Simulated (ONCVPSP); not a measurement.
## magnesium (Mg): one change to an ONCV potential, before and after

Mg, optimised norm-conserving Vanderbilt (ONCV), made with ONCVPSP 4.0.1 (PBE, scalar-relativistic). Core [He], reference 2s2 2p6 3s2. Waves: 2s+3s: rc 1.45 bohr, ncon 4, nbas 7, qcut 6.8 1/bohr, 2 projectors; 2p: rc 1.20 bohr, ncon 4, nbas 7, qcut 13.6 1/bohr, 2 projectors, debl 1.4 Ha. Local part: polynomial inside 0.95 bohr (lpopt 5, dvloc0 -1 Ha). Core correction: polynomial model core, fcfact 0.45.

In the p channel the program set the typed energies aside and used -1.713, 0.250 Ha.

All-electron outer shells of the reference configuration (PBE, scalar-relativistic, ld1.x):

| shell | level (eV) | outermost node (bohr) | outermost maximum (bohr) |
| --- | --- | --- | --- |
| 1s | -1259.65 | – | 0.09 |
| 2s | -79.85 | 0.18 | 0.54 |
| 2p | -46.61 | – | 0.48 |
| 3s | -4.70 | 0.90 | 2.56 |

Change: all radii but the core radius scaled by about 0.82 (s 1.18, p 0.98 bohr); local potential polynomial inside 0.78 bohr (lpopt 5, dvloc0 -1 Ha).

Cutoffs: the cutoffs (Ha) at which the residual kinetic energy of the hardest occupied pseudo-wave falls to 1 and 0.1 mHa per electron; they do not see the model core or the augmentation charge, which bear on the density cutoff. Errors are all-electron minus pseudo energies relative to the spin-unpolarised reference configuration.

Task: Predict the effect on cutoff, ghosts and configuration errors.

Result: The potential gets harder (62 Ha and 72 Ha → 74 Ha and 84 Ha); of the 4 tests that both files solve, the error grows in 0 and shrinks in 1 by more than 15 % and 0.3 meV (median size 1.3 → 0.9 meV); neither file shows a bound ghost. A smaller radius makes the pseudo-wave follow the all-electron one further in, where it bends more sharply, so more plane waves are needed.

| quantity | base | changed |
| --- | --- | --- |
| cutoff, loose | 62 Ha | 74 Ha |
| cutoff, tight | 72 Ha | 84 Ha |
| loose cutoff by channel | s 19 Ha, p 62 Ha | s 20 Ha, p 74 Ha |
| bound ghosts | none | none |
| GHOST(+) flags under 300 eV | none | none |
| error for 2s2 2p6 3s1, meV [ΔE 7.96 eV] | -0.3 | -0.2 |
| error for 2s2 2p6 3s0, meV [ΔE 22.99 eV] | -2.3 | -1.5 |
| error for 2s2 2p6 3s1.5, meV [ΔE 3.14 eV] | -0.1 | -0.1 |
| error for 2s1 2p6 3s2, meV [ΔE 91.47 eV] | -236 | -229 |
| rms error of d²Exc/dni dnj with the model core, mHa | 1.95 | 2.00 |
